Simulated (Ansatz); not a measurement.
System: C2H8Sn, net charge 0, singlet state. 
Structure (B3LYP-D3(BJ)/def2-TZVP (Ansatz, an electronic-structure program) minimum search):
SMILES: [CH3][SnH2][CH3]
```xyz
11

C     -1.7492    -0.9671     0.0207
Sn    -0.0036     0.3041    -0.0571
C      1.7711    -0.8682     0.3241
H     -1.8272    -1.4268     1.0051
H     -1.6685    -1.7511    -0.7311
H     -2.6492    -0.3846    -0.1704
H      0.1095     1.0366    -1.6086
H     -0.1403     1.5469     1.1232
H      1.7051    -1.3276     1.3095
H      1.8638    -1.6519    -0.4267
H      2.6566    -0.2355     0.2869
```
Charge 0, spin multiplicity 1.

Computed values are from Ansatz. Cores are frozen in the correlated levels unless marked. UHF or UKS for open shells. No spin-orbit coupling. Frozen are the shells of the preceding noble gas and the d and f shells that filled before the atom's block. In def2 rows, elements after Kr have scalar-relativistic effective core potentials. Basis-set limits of correlation are two-point, X^-3; Hartree-Fock from the larger set.

| Item | Value |
|---|---|
| atomisation energy De | 860.1 kcal/mol at CCSD(T)/CBS(def2-TZVPPD,def2-QZVPPD) |
| vertical triplet-singlet gap | 6.81 eV at CCSD(T)/CBS(def2-TZVPPD,def2-QZVPPD) |
| total energy | -294.3525 Eh at CCSD(T)/CBS(def2-TZVPPD,def2-QZVPPD) |
| dipole moment | 0.69 D at CCSD(T)/def2-SVPD |
| T1 diagnostic | 0.009 at CCSD/def2-QZVPPD |
